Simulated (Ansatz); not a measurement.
Harmonic frequencies (cm⁻¹) at PBE0-D4/def2-TZVP from Ansatz: 153, 166, 181, 255, 305, 560, 632, 652, 697, 772, 832, 878, 949, 1030, 1164, 1238, 1337, 1754, 2280, 3033, 3401.

Each molecule was computed in one conformer, which needn't be the lowest.

**Question.** Which molecule is it?
A. `C[Si](F)(F)C#N`
B. `N=C1C(F)[SiH]1F`
C. `C=C=N[SiH](F)F`
D. `C#C[SiH2]C=O`

**Answer.** B.
